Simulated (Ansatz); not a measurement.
The same ligand exchange along the group F, Cl, Br.

Program: Ansatz. Geometries: PBE0-D4/def2-TZVP. ΔE: electronic, gas phase. CCSD(T)/CBS is the MP2 limit (def2-TZVPP, def2-QZVPP) plus CCSD(T) − MP2 in def2-TZVPP, frozen cores. This one scheme is used for every species. Functionals use def2-TZVPP. For Br, Se outer-core shells are correlated without core-valence functions, which leaves a few kJ/mol of doubt a bond. Scalar relativity is left out up to krypton. One conformer a species, not always the lowest.

```tsv
reaction	CCSD(T)/CBS(def2) (eV)
`F[SiH2][NH][AlH2]` + H₂Se → `F[SiH2][SeH]` + `[NH2][AlH2]`	0.12
`[AlH2][NH][SiH2]Cl` + H₂Se → `Cl[SiH2][SeH]` + `[NH2][AlH2]`	0.12
`[AlH2][NH][SiH2]Br` + H₂Se → `[SeH][SiH2]Br` + `[NH2][AlH2]`	?
```

**Question.** Fill in the missing values. (Best estimate.)

**Answer.** The calculation gave: `[AlH2][NH][SiH2]Br` + H₂Se → `[SeH][SiH2]Br` + `[NH2][AlH2]`: +0.06 eV.

Largest T1 diagnostic: 0.012, for `F[SiH2][NH][AlH2]`.
